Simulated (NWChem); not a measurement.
Molecule: AlH3S; SMILES [AlH2][SH]

```xyz
5

Al     0.1386    -1.1552     0.0545
H      1.3498    -2.0077    -0.5026
H     -1.2991    -1.7344     0.3850
S      0.5249     0.9724     0.3756
H     -0.7202     1.2475     0.8238
```
Atoms are numbered in this order, from 1.

The geometry was optimised at PBE0/def2-SVP.

 Unshifted, non-relativistic core excitations; the lowest 4 roots alone, so stronger bands may lie above.

Question: List the first Al K-edge excitations from PBE0/6-311G** (spherical d), restricted-window TDA (NWChem).

Answer: 
```json
[
 {"state": "S1", "energy (eV)": "1524.2", "dipole oscillator strength": "0.0060", "leading excitation (squared amplitude)": "1s of atom 1 or its equivalents → LUMO (0.97)"},
 {"state": "S2", "energy (eV)": "1526.4", "dipole oscillator strength": "0.0005", "leading excitation (squared amplitude)": "1s of atom 1 or its equivalents → LUMO+1 (0.59)"},
 {"state": "S3", "energy (eV)": "1526.9", "dipole oscillator strength": "0.0007", "leading excitation (squared amplitude)": "1s of atom 1 or its equivalents → LUMO+2 (0.56)"},
 {"state": "S4", "energy (eV)": "1527.8", "dipole oscillator strength": "0.0015", "leading excitation (squared amplitude)": "1s of atom 1 or its equivalents → LUMO+3 (0.87)"}
]
```
